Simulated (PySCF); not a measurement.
## How methods differ on the excitation energy of Al²⁺

Al²⁺ [Ne] 3s1 (2S) → Al²⁺ [Ne] 3p1 (2P), as a difference of total energies. Calculation: PySCF 2.14, in aug-cc-pwCVDZ; the non-relativistic Hamiltonian (point nucleus). Correlated levels: valence and next inner shell: 1s2 frozen; nothing frozen. The calculations carry no spin-orbit coupling.

```
                                method  excitation energy (eV)
                                   UHF                   6.537
                                   LDA                   6.268
                                   PBE                   6.126
                                  PBE0                   6.229
                                r2SCAN                   6.122
                                revPBE                   6.034
                               r2SCAN0                   6.257
                                  PW91                   6.124
                               wB97X-V                   6.307
    MP2 (valence and next inner shell)                   6.662
SCS-MP2 (valence and next inner shell)                   6.638
                   MP2 (all electrons)                   6.661
               SCS-MP2 (all electrons)                   6.637
```

Question: How much does correlation contribute at MP2 (all electrons)?

Answer: 6.661 − (6.537) = 0.124 eV, measured against UHF.

A first-order spin-orbit estimate (lowest level to lowest level, LS coupling) adds -0.015 eV.
